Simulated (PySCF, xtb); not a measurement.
B(F)(OMe)(SMe) (C2H6BFOS), SMILES B(OC)(SC)F.

GFN2-xTB run with xtb at its own geometry gives an orbital gap of 5.08 eV and a dipole moment of 3.97 D.

The structure is a stationary point at B3LYP-D3(BJ)/def2-SVP. Other conformers were not sampled.

Question: What does PBE/def2-TZVP (PySCF) give? (An estimate is asked for; the answer gives what the named calculation found.)

Answer: gap 5.60 eV (levels -5.86 and -0.26 eV), dipole 2.49 D.
